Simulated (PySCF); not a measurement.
C2H10N2OSi2.
Bonds: Si1–O2, O2–Si3, Si3–N4, N4–C5, C5–C6, C6–N7, Si3–N7. Hydrogens: H8, H9, H10 on Si1; H11 on Si3; H12 on N4; H13, H14 on C5; H15, H16 on C6; H17 on N7.

Computed, not measured: PySCF, TDDFT CAM-B3LYP/def2-SVPD, vertical, gas phase, core orbitals frozen in the response. One conformer (not necessarily the lowest) at the PBE0-D3(BJ)/def2-SVP geometry, without solvent, vibrations or thermal averaging.

Computed states:

| state | E (eV) | f |
| --- | --- | --- |
| S1 | 6.19 | 0.0007 |
| S2 | 6.46 | 0.014 |
| S3 | 6.79 | 0.0060 |
| S4 | 7.01 | 0.022 |
| S5 | 7.30 | 0.022 |
| S6 | 7.41 | 0.027 |
| S7 | 7.47 | 0.034 |
| S8 | 7.65 | 0.012 |
| S9 | 7.70 | 0.020 |
| S10 | 7.78 | 0.0055 |

Each state is given a Gaussian of 0.4 eV full width at half maximum, with ε(max) = 2.175×10⁸ f / Δν̃ (Δν̃ the width in cm⁻¹). The cross-section is σ = 3.8235×10⁻²¹ ε cm², given in Mb (10⁻¹⁸ cm²). The width is an assumption, not a result. The curve ends short of the highest state used, and states not computed would add to its high-energy end.

Task: What does the envelope look like, and where are its maxima?

Result: 
| E (eV) | σ (Mb) |
| --- | --- |
| 5.59 | 0.00 |
| 5.66 | 0.00 |
| 5.73 | 0.01 |
| 5.79 | 0.01 |
| 5.86 | 0.04 |
| 5.93 | 0.09 |
| 6.00 | 0.19 |
| 6.07 | 0.41 |
| 6.14 | 0.80 |
| 6.21 | 1.43 |
| 6.28 | 2.27 |
| 6.35 | 3.16 |
| 6.42 | 3.83 |
| 6.49 | 4.08 |
| 6.56 | 3.95 |
| 6.63 | 3.75 |
| 6.70 | 3.84 |
| 6.77 | 4.43 |
| 6.84 | 5.44 |
| 6.91 | 6.64 |
| 6.98 | 7.80 |
| 7.04 | 8.81 |
| 7.11 | 10.38 |
| 7.18 | 12.81 |

Maxima: 191 nm (6.49 eV), ε about 1100, made up of S2 (89%) (ε in L mol⁻¹ cm⁻¹; maxima over ε = 5, shares over 10%). At its high-energy end, 7.18 eV, the curve is still rising (ε about 3400, from S4, S5, S6 and S7).

Task: On this curve, what absorbance would a 10⁻³ mol/L sample give at 193 nm over a 1 cm path?

Result: 193 nm is 6.424 eV, where ε is about 1000 L mol⁻¹ cm⁻¹, so A = ε c l ≈ 1 (Beer–Lambert, with the gas-phase spectrum and the assumed width).

Task: What would ε be at 6.49 eV, the highest of these maxima, with half the width (0.2 eV)?

Result: About 1840 L mol⁻¹ cm⁻¹ against 1070, a factor of about 1.7; a lone state at its own centre would give exactly 2.

Task: Coming from long wavelengths, where does ε first pass 100 L mol⁻¹ cm⁻¹?

Result: At about 204 nm (6.06 eV), 0.12 eV below S1.

The vertical ionisation energy (ΔSCF) is 8.78 eV, 1.00 eV above S10.

On one thread, Arm Neoverse N1 (aarch64), shared host with 64 logical CPUs at a one-minute load of 62, this took 5.4 min of wall time (grids of density and orbitals included) and 1.3 GiB of memory at its peak.

Without π bonds the low states are Rydberg-like; a valence basis with one diffuse set may place them up to an eV too high.
